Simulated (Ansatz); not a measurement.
Cu(NH3)Br (CuBrNH₃). The state is a singlet with charge 0. Geometry PBE0-D4/def2-TZVP.

```
atom   x (Å)   y (Å)   z (Å)
 Cu1  -0.396   0.973  -0.371
  N2   0.296  -0.727   0.278
  H3   1.263  -0.644   0.577
  H4   0.260  -1.440  -0.443
  H5  -0.239  -1.067   1.071
 Br6  -1.184   2.904  -1.113
```

LC-ωPBE has ω = 0.4 bohr⁻¹.

(1) Estimate the orbital energies around the gap (eV) in Ansatz with HF/def2-TZVP, B97M-V/def2-TZVP, PBE0-D4/def2-TZVP, BHLYP-D4/def2-TZVP, LC-ωPBE/def2-TZVP.

Results:

(1) 
```
orbital  HF/def2-TZVP  B97M-V/def2-TZVP  PBE0-D4/def2-TZVP  BHLYP-D4/def2-TZVP  LC-ωPBE/def2-TZVP
HOMO−13        -83.90            -67.11             -70.34              -75.06             -70.89
HOMO−12        -33.88            -25.55             -26.65              -29.21             -29.83
HOMO−11        -24.60            -17.90             -19.19              -21.18             -22.59
HOMO−10        -19.89            -14.43             -15.64              -17.26             -18.74
 HOMO−9        -19.88            -14.43             -15.64              -17.26             -18.74
 HOMO−8        -16.31            -10.99             -12.18              -13.70             -15.26
 HOMO−7        -13.86             -7.34              -8.33              -10.29             -11.09
 HOMO−6        -13.86             -6.71              -8.26              -10.29             -11.09
 HOMO−5        -13.67             -6.71              -8.26               -9.97             -11.09
 HOMO−4        -13.67             -5.94              -7.81               -9.97             -10.58
 HOMO−3        -12.33             -5.94              -7.81               -9.65             -10.58
 HOMO−2         -9.85             -5.53              -6.85               -8.12              -9.60
 HOMO−1         -9.13             -5.31              -6.36               -7.45              -8.99
   HOMO         -9.13             -5.31              -6.36               -7.45              -8.99
   LUMO          1.50             -1.54              -0.87               -0.30               1.16
 LUMO+1          3.74              0.71               1.37                2.01               3.33
 LUMO+2          4.24              1.14               1.69                2.29               3.71
 LUMO+3          4.24              1.14               1.69                2.29               3.71
 LUMO+4          6.47              1.95               2.73                3.81               5.01
 LUMO+5          6.47              1.95               2.74                3.81               5.01
```
